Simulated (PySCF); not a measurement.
A PySCF script (with the pyscf-properties extension) for the NMR shieldings of `O=CN1CCC[Si@@H]1O`, C$_{4}$H$_{9}$NO$_{2}$Si, on a GFN2-xTB geometry:

```python
import basis_set_exchange as bse
import numpy as np
from pyscf import gto, dft
from pyscf.prop import nmr

atoms = """
O     2.535306   -1.689500   -0.804502
C     2.154626   -0.654086   -0.316026
N     0.886892   -0.350050    0.013843
C    -0.161503   -1.336318   -0.197628
C    -1.449408   -0.566052   -0.469854
C    -1.512394    0.596753    0.528384
Si    0.300555    1.129976    0.746999
O     0.833449    2.458214   -0.010617
H     2.836830    0.187773   -0.094979
H    -0.264981   -1.949832    0.703378
H     0.123884   -1.987798   -1.025877
H    -2.314694   -1.223963   -0.388747
H    -1.417206   -0.171709   -1.487647
H    -2.177018    1.382279    0.173849
H    -1.922591    0.245040    1.474164
H     0.793459    1.339874    2.096370
H     0.747797    2.601429   -0.951018
"""
names = dict.fromkeys(["O", "C", "N", "Si", "H"], "pcSseg-1")
basis = {el: gto.basis.parse(bse.get_basis(n, elements=[el], fmt="nwchem")) for el, n in names.items()}
mol = gto.M(atom=atoms, basis=basis, charge=0, verbose=0)
mf = dft.RKS(mol, xc="PBE0")
mf.grids.level = 2
mf.grids.alignment = dft.numint.BLKSIZE   # the property module wants whole blocks of grid points
mf.conv_tol = 1e-9
mf.kernel()

calc = nmr.RKS(mf)   # GIAO
C = mf.mo_coeff
Co = C[:, mf.mo_occ > 0]
resp = mf.gen_response(singlet=True, hermi=2)
def vind(x):   # induced exchange potential for any number of trial vectors
    d = np.einsum("pi,xij,qj->xpq", C, 2 * x.reshape(-1, C.shape[1], Co.shape[1]), Co, optimize=True)
    return np.einsum("xpq,pi,qj->xij", resp(d - d.transpose(0, 2, 1)), C, Co, optimize=True).ravel()
mo1, _ = nmr.rhf.solve_mo1(calc, with_cphf=vind)
sigma = calc.kernel(mo1)
for i, s in enumerate(sigma):   # ppm
    print("%2d %-2s %9.2f" % (i, mol.atom_pure_symbol(i), np.trace(s) / 3))
```

Problem. What does it print?

Solution. 
```
 0 O    -121.05
 1 C      23.07
 2 N     109.08
 3 C     142.65
 4 C     160.69
 5 C     171.72
 6 Si    360.81
 7 O     289.74
 8 H      23.19
 9 H      29.12
10 H      27.37
11 H      29.76
12 H      30.26
13 H      30.79
14 H      30.96
15 H      26.72
16 H      29.79
```

These numbers come from an equivalent density-fitted implementation of the same equations, which agrees with the script to about 0.01 ppm for H and up to a few tenths of a ppm for heavy atoms, so last digits may differ.

Problem. Turn these shieldings into chemical shifts. References, each an isolated molecule treated in the same way: H2O for ¹⁷O (σref 336.08); ¹³C (σref 186.93), ²⁹Si (σref 349.16), ¹H (σref 31.72) vs TMS; ¹⁵N (σref 267.73) vs NH3.

Solution. Averaging equivalent atoms: O 0: 457.1; O 7: 46.3; C 1: 163.9; C 3: 44.3; C 4: 26.2; C 5: 15.2; N 2: 158.6; Si 6: -11.7; H 8: 8.52; H 15: 5.00; H 10: 4.35; H 9: 2.59; H 11: 1.96; H 16: 1.93; H 12: 1.46; H 13: 0.93; H 14: 0.75 ppm. Unscaled 17O shifts of doubly bonded oxygen tend to come out too high, by tens of ppm or more. Experimental scales use liquid or dissolved standards, which lie at an offset from isolated NH3 (liquid NH3: subtract about 20 ppm) and H2O (liquid H2O: subtract about 36 ppm). Unscaled 15N shifts of sp2 nitrogen come out 20 to 40 ppm too high even then.

Size and cost of the density-fitted run: 188 basis functions, 61 s wall time on 1 thread of an Intel Xeon, shared host; peak memory 0.84 GiB.
